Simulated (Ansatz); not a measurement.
All values below come from frozen-core CCSD(T)/def2-TZVPP // B3LYP-D3(BJ)/def2-TZVP (Ansatz, a first-principles code).

Ansatz 0.2 input:
```yaml
crystal:
  periodic: [false, false, false]
  atoms:
    - { symbol: Si, position_ang: [-2.323498, -0.73637, 0.212266] }
    - { symbol: Al, position_ang: [0.010965, 0.013242, -0.024239] }
    - { symbol: Si, position_ang: [1.786612, -1.666186, -0.326867] }
    - { symbol: Si, position_ang: [0.546117, 2.413971, 0.095072] }
    - { symbol: H, position_ang: [-3.275052, 0.358206, 0.53553] }
    - { symbol: H, position_ang: [-2.785113, -1.371069, -1.052852] }
    - { symbol: H, position_ang: [-2.440494, -1.764395, 1.281789] }
    - { symbol: H, position_ang: [2.417419, -1.944717, 0.993646] }
    - { symbol: H, position_ang: [1.28323, -2.960903, -0.855678] }
    - { symbol: H, position_ang: [2.865045, -1.193262, -1.234814] }
    - { symbol: H, position_ang: [1.990518, 2.717777, -0.076018] }
    - { symbol: H, position_ang: [0.121609, 2.972161, 1.407873] }
    - { symbol: H, position_ang: [-0.197359, 3.161546, -0.955709] }
basis:
  gaussian: { orbitals: def2-TZVPP }
correlation:
  method: ccsd_t
```

Output:

```
Functional definition: HF
1657 factors; integrals over basis functions are off by at most 9.1e-4 eV
mean field evaluation 1: about -30310.0909 eV, gradient 1.8e1 eV
mean field evaluation 2: about -30310.2877 eV, gradient 1.9e1 eV
mean field evaluation 4: about -30312.6772 eV, gradient 1.9e0 eV
mean field evaluation 8: about -30312.6906 eV, gradient 9.2e-2 eV
mean field evaluation 16: about -30312.1033 eV, gradient 6.1e0 eV
mean field -30312.69064990 eV, -1113.9708347040 hartree, gradient 5.4e-6 eV, S^2 0.000000; 0 other end points of the search recorded, 0 dependent functions left out
20 core orbitals not correlated
reference -30312.69064990 eV, -1113.9708347040 hartree; 12, 12 occupied and 262, 262 virtual orbitals, 1657 factors
second order -12.53171570 eV of doubles, -0.00000000 eV of singles
cycle   1  -14.22029866 eV  change    -1.7e0 eV  update   1.0e-1
cycle   2  -14.83780806 eV  change   -6.2e-1 eV  update   3.5e-2
cycle   3  -14.87627177 eV  change   -3.8e-2 eV  update   1.1e-2
cycle   4  -14.86971614 eV  change    6.6e-3 eV  update   4.0e-3
cycle   5  -14.86761221 eV  change    2.1e-3 eV  update   1.2e-3
cycle   6  -14.86736038 eV  change    2.5e-4 eV  update   4.1e-4
cycle   7  -14.86742397 eV  change   -6.4e-5 eV  update   1.2e-4
cycle   8  -14.86746685 eV  change   -4.3e-5 eV  update   4.7e-5
cycle   9  -14.86746568 eV  change    1.2e-6 eV  update   1.7e-5
perturbative correction -0.51072238 eV, -0.0187687013 hartree
Total energy: -30328.06883795 eV, -1114.5359726914 hartree
```

Cost: around 16 core-minutes (rough).
